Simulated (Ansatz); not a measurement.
Relaxation of AlCl$_{2}$FH$_{5}$NSi (11 atoms, charge 0, multiplicity 1), to a largest force component of 0.03 eV/Å in at most 50 steps.

Method: RKS PBE0-D4/def2-SVP in Ansatz 0.2.0.

```xyz
11
Properties=species:S:1:pos:R:3
Al 0.027 0.268 -0.348
F -0.687 0.658 1.120
Cl 2.084 0.470 -0.538
Cl -1.204 -0.099 -1.980
N -0.238 -2.179 1.528
H -0.975 -2.850 1.327
Si 1.262 -2.770 2.211
H 1.604 -4.016 1.465
H 2.315 -1.732 2.013
H 1.190 -3.096 3.673
H -0.645 -1.310 1.921
```

**Question.** Where does it end, and by what steps?

**Answer.** It converged. After 12 steps the energy has fallen by 1.316 eV; Cl4 moved furthest, 1.02 Å. Joined: Al1–N5 (3.10 → 2.00 Å).

```csv
step,energy less start (eV),largest force component (eV/Å),accepted
0,0.0000,1.172,yes
1,-0.2306,1.023,yes
2,-0.5202,1.440,yes
3,-0.8975,1.174,yes
4,-1.0174,1.754,yes
5,-1.1554,0.419,yes
6,-1.1963,0.355,yes
7,-1.2554,0.297,yes
8,-1.2902,0.128,yes
9,-1.3033,0.188,yes
10,-1.3115,0.199,yes
11,-1.3146,0.063,yes
12,-1.3155,0.019,yes
```

```xyz
11
Properties=species:S:1:pos:R:3
Al 0.005 -0.273 0.051
F -0.527 1.044 0.938
Cl 2.081 -0.307 -0.384
Cl -1.302 -0.973 -1.461
N -0.197 -1.689 1.451
H -0.891 -2.341 1.072
Si 1.303 -2.563 2.012
H 1.840 -3.292 0.839
H 2.215 -1.543 2.578
H 0.863 -3.519 3.068
H -0.658 -1.201 2.227
```

Run time: 36 s on 4 threads of Arm Neoverse V1, on a shared host, peak memory 0.34 GiB.
